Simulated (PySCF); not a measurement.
Species: CH3BrClGa.
Atom-mapped SMILES: `[CH3:1][Ga:2]([Cl:3])[Br:4]` (hydrogens: H5, H6, H7 on C1)

Method used: EOM-IP-CCSD/aug-cc-pVDZ in PySCF, restricted Hartree–Fock reference, 24 core orbitals frozen, non-relativistic, gas phase, PBE0-D3(BJ)/def2-SVP geometry.

Hartree–Fock orbital energies give these Koopmans values (eV): HOMO 11.34, HOMO-1 11.64, HOMO-2 11.80, HOMO-3 12.76, HOMO-4 13.21, HOMO-5 13.24, HOMO-6 15.71, HOMO-7 15.83.

Question: What vertical ionisation energies does EOM-IP-CCSD give?

Answer: 
| leading hole (HF orbital) | Koopmans (eV) | EOM-IP-CCSD (eV) | change (eV) | one-hole share |
| --- | --- | --- | --- | --- |
| HOMO | 11.34 | 10.67 | -0.67 | 0.96 |
| HOMO-1 | 11.64 | 11.02 | -0.62 | 0.95 |
| HOMO-2 | 11.80 | 11.03 | -0.77 | 0.95 |
| HOMO-3 | 12.76 | 11.93 | -0.83 | 0.95 |
| HOMO-4 | 13.21 | 12.35 | -0.86 | 0.95 |
| HOMO-5 | 13.24 | 12.49 | -0.75 | 0.95 |
| HOMO-6 | 15.71 | 14.70 | -1.01 | 0.95 |
| HOMO-7 | 15.83 | 14.79 | -1.04 | 0.95 |

Question: Does the order of the lines follow the orbital energies?

Answer: Yes, no two lines change places. The corrections run from -1.04 to -0.62 eV, with a mean of -0.82 eV over the 8 lines; no line lies above its Koopmans value.

Question: At what kinetic energies would He II light (40.81 eV) eject these electrons?

Answer: 30.14 eV (HOMO), 29.79 eV (HOMO-1), 29.78 eV (HOMO-2), 28.88 eV (HOMO-3), 28.46 eV (HOMO-4), 28.32 eV (HOMO-5), 26.11 eV (HOMO-6), 26.02 eV (HOMO-7).

Lines less than 0.15 eV apart could change places at a higher level. One root was sought for each valence orbital with −ε under 21 eV, eight at most, so deeper holes and satellites are missing; no vibrational structure.
